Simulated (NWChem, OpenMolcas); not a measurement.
How basis sets differ on Si2NH6F (SMILES F[SiH2]N[SiH3])

Si2NH6F has 10 atoms, charge 0, and is taken as a singlet. SMILES: `F[SiH2]N[SiH3]`. The shape is that of a PBE0-D4/def2-TZVP optimisation. This is one conformer, not always the lowest.

Quantity: the HOMO–LUMO gap, in eV. The values are calculated.

| level | kind | program | value (eV) | CPU time |
| --- | --- | --- | --- | --- |
| HF/ANO-RCC-MB (DKH2) | Hartree–Fock | OpenMolcas | 18.16 | 5.5 s |
| HF/STO-3G | Hartree–Fock | OpenMolcas | 20.44 | 3 s |
| HF/3-21G | Hartree–Fock | NWChem | 15.47 | 3.3 s |
| HF/cc-pVDZ | Hartree–Fock | OpenMolcas | 15.16 | 15 s |

The values span 15.16 to 20.44 eV. A Hartree–Fock LUMO above zero doesn't converge with the basis: it sinks as sets grow more diffuse. Orbital gaps aren't excitation energies. CPU times are rough (shared hosts, several kinds of processor and program).
